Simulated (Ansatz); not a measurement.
The inner images of a band of BClH3NO + H4OSi (13 atoms, charge 0, multiplicity 1) are given out of order.

These are results of RKS PBE/def2-SVP (Ansatz 0.2.0), not measurements.

First end point:

```xyz
13
Properties=species:S:1:pos:R:3
B 0.194 -0.670 0.409
N 0.164 -0.108 1.717
H -0.632 -0.258 2.337
H 1.041 0.076 2.209
O 1.369 -0.732 -0.276
H 1.250 -1.044 -1.190
Cl -1.350 -1.214 -0.323
O -0.550 2.531 0.664
Si -2.145 2.696 0.178
H -2.426 2.053 -1.159
H -3.112 2.104 1.178
H -2.412 4.169 0.053
H -0.302 1.659 1.055
```

Last end point:

```xyz
13
Properties=species:S:1:pos:R:3
B -0.155 0.300 0.314
N 0.244 0.140 1.917
H -0.596 0.209 2.508
H 0.680 -0.781 2.073
O 1.025 -0.119 -0.335
H 0.996 0.130 -1.273
Cl -1.641 -0.924 0.168
O -0.572 1.647 0.118
Si -2.108 2.266 -0.149
H -2.722 1.788 -1.435
H -3.047 1.970 0.994
H -1.932 3.759 -0.227
H 0.915 0.878 2.179
```

Put them in order from the first end to the last, with their energies above the first end.
A.
```xyz
13
Properties=species:S:1:pos:R:3
B 0.140 -0.646 0.434
N 0.235 -0.151 1.764
H -0.487 -0.349 2.458
H 1.152 0.054 2.166
O 1.233 -0.634 -0.378
H 1.022 -0.899 -1.290
Cl -1.458 -1.212 -0.155
O -0.600 2.526 0.863
Si -2.096 2.675 0.123
H -2.136 2.063 -1.256
H -3.212 2.054 0.931
H -2.358 4.148 -0.007
H -0.348 1.633 1.199
```
B.
```xyz
13
Properties=species:S:1:pos:R:3
B -0.208 0.163 0.342
N 0.254 0.152 1.923
H -0.334 -0.414 2.548
H 1.250 -0.068 2.060
O 0.917 -0.279 -0.382
H 0.694 -0.382 -1.322
Cl -1.748 -0.937 0.170
O -0.559 1.583 0.258
Si -1.995 2.362 -0.107
H -2.369 2.091 -1.533
H -3.128 1.981 0.814
H -1.745 3.837 0.078
H 0.059 1.172 2.005
```
C.
```xyz
13
Properties=species:S:1:pos:R:3
B -0.141 -0.021 0.443
N 0.248 0.085 1.932
H -0.336 -0.455 2.578
H 1.239 -0.117 2.108
O 0.936 -0.290 -0.391
H 0.659 -0.409 -1.315
Cl -1.743 -0.913 0.109
O -0.529 1.634 0.455
Si -1.972 2.407 -0.035
H -2.214 2.063 -1.473
H -3.142 2.015 0.820
H -1.736 3.883 0.111
H -0.181 1.380 1.509
```
D.
```xyz
13
Properties=species:S:1:pos:R:3
B -0.208 0.269 0.369
N 0.283 0.142 1.954
H -0.373 -0.448 2.485
H 1.227 -0.270 1.986
O 0.919 -0.220 -0.332
H 0.783 -0.148 -1.291
Cl -1.751 -0.889 0.290
O -0.577 1.633 0.182
Si -2.053 2.331 -0.203
H -2.536 1.936 -1.572
H -3.121 2.024 0.814
H -1.811 3.816 -0.190
H 0.306 1.088 2.359
```
E.
```xyz
13
Properties=species:S:1:pos:R:3
B -0.193 0.287 0.362
N 0.275 0.119 1.946
H -0.529 -0.157 2.527
H 1.005 -0.605 2.012
O 0.948 -0.167 -0.339
H 0.867 0.046 -1.283
Cl -1.719 -0.894 0.261
O -0.582 1.646 0.190
Si -2.078 2.304 -0.191
H -2.601 1.830 -1.519
H -3.110 2.046 0.876
H -1.852 3.790 -0.270
H 0.656 1.017 2.280
```
F.
```xyz
13
Properties=species:S:1:pos:R:3
B -0.018 -0.386 0.516
N 0.260 -0.132 1.906
H -0.353 -0.519 2.623
H 1.243 -0.100 2.186
O 0.999 -0.361 -0.388
H 0.680 -0.411 -1.306
Cl -1.675 -0.962 0.073
O -0.483 1.955 0.464
Si -1.986 2.521 -0.012
H -2.205 2.103 -1.441
H -3.128 2.011 0.828
H -1.942 4.020 0.063
H -0.303 1.524 1.340
```
G.
```xyz
13
Properties=species:S:1:pos:R:3
B 0.061 -0.570 0.490
N 0.251 -0.237 1.860
H -0.413 -0.523 2.579
H 1.194 -0.054 2.211
O 1.092 -0.452 -0.390
H 0.804 -0.557 -1.314
Cl -1.573 -1.099 -0.039
O -0.512 2.354 0.723
Si -2.015 2.627 0.037
H -2.119 2.083 -1.367
H -3.145 2.035 0.845
H -2.182 4.117 -0.034
H -0.353 1.537 1.250
```

A (+0.3 kJ/mol), G (+3.6 kJ/mol), F (+22.9 kJ/mol), C (+53.6 kJ/mol), B (-29.0 kJ/mol), D (-48.9 kJ/mol), E (-50.8 kJ/mol).

Run time: 4.1 min on 4 threads of Intel(R) Xeon(R) 6975P-C (Granite Rapids), with other jobs on the host, peak memory 0.2 GiB.
